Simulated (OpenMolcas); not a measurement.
An OpenMolcas run meant for Fe4+ (ANO-RCC-VDZ, DKH2; inactive shells 1s 2s 2p 3s 3p; intended active space 4 electrons in 5 orbitals (3d)). One step of its input:

```
&RASSCF
FileOrb=start.orb
Symmetry=1
Spin=6
nActEl=4 0 0
Inactive=3 6
Ras2=5 0
CIRoot=5 5 1
SDav=5
CIMx=300
Iter=57 100
PrWF=0.3
OrbListing=Nothing
MaxOrb=0
Atom
>>> COPY $Project.JobIph JOB001
```

Lines from the output:

```
--- SEWARD ---
Basis set label: FE.ANO-RCC...5S4P2D.

      Electronic valence basis set:
      ------------------
      Associated Effective Charge  26.000000 au
      Associated Actual Charge     26.000000 au
      Nuclear Model: Point charge

      Shell  nPrim  nBasis  Cartesian Spherical Contaminant
         s      21       5        X
         p      15       4        X
         d      10       2                 X
                  Relativistic Douglas-Kroll-Hess integrals:
                    - DKH order of Hamiltonian: 2
                    - DKH order of Properties : 0
                  Atomic mean-field integrals
--- RASSCF ---

 Nr of active orbitals     NAC=   5
 Spin degeneracy         ISPIN=   6
 There can be no such wave function.
 ************************************************
--- Stop Module: rasscf at  /rc=_RC_INPUT_ERROR_ ---
.####################.
.# User input error #.
.####################.
```

Q: What is wrong with the input?

A: The spin multiplicity does not fit the number of active electrons: an even count needs an odd multiplicity and the reverse.
